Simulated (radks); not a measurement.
Q: The gadolinium ion Gd5+, 59 electrons, occupied as [Kr] 4d10 4f6 5s2 5p5. Method: scalar-relativistic Kohn-Sham, r2SCAN, spin-polarised, spherical densities, finite nucleus; open shells are filled with parallel spins first (spin-orbit coupling, left out, can overturn this in heavy ions); meta-GGA in the generalised Kohn-Sham scheme; Fermi nuclear charge, rms radius 5.1569 fm; computed with a radial shooting solver on a logarithmic mesh with Libxc functionals. Some entries of the table are withheld. Estimate them.

| orbital | occ. | eigenvalue (hartree) | <r^2> (bohr^2) |
|---|---|---|---|
| 1s up | 1 | -1846.070 | 0.0006551 |
| 1s down | 1 | -1846.065 | 0.0006551 |
| 2s up | 1 | -307.5526 | 0.01027 |
| 2s down | 1 | -307.5521 | 0.01027 |
| 2p up | 3 | -273.8267 | 0.008286 |
| 2p down | 3 | -273.8234 | 0.008285 |
| 3s up | 1 | -70.36128 | 0.06811 |
| 3s down | 1 | -70.24291 | 0.06797 |
| 3p up | 3 | -59.85824 | 0.06838 |
| 3p down | 3 | -59.73889 | 0.06820 |
| 3d up | 5 | -45.97822 | 0.05759 |
| 3d down | 5 | -45.88455 | 0.05738 |
| 4s up | 1 | -16.27883 | 0.3437 |
| 4s down | 1 | -16.00028 | 0.3439 |
| 4p up | 3 | -12.79066 | 0.3870 |
| 4p down | 3 | -12.51221 | 0.3872 |
| 4d up | 5 | -7.94389 | 0.4625 |
| 4d down | 5 | -7.66309 | 0.4641 |
| 5s up | 1 | -4.03031 | 1.804 |
| 5s down | 1 | -3.85526 | 1.876 |
| 5p up | 3 | -3.09050 | 2.270 |
| 5p down | 2 | -2.94897 | 2.373 |
| 4f up | 6 | -2.66564 | (1) |
| 4f down | 0 | -2.39346 | (2) |

A: 
(1) 4f up <r^2> (bohr^2): 0.7551
(2) 4f down <r^2> (bohr^2): 0.8028
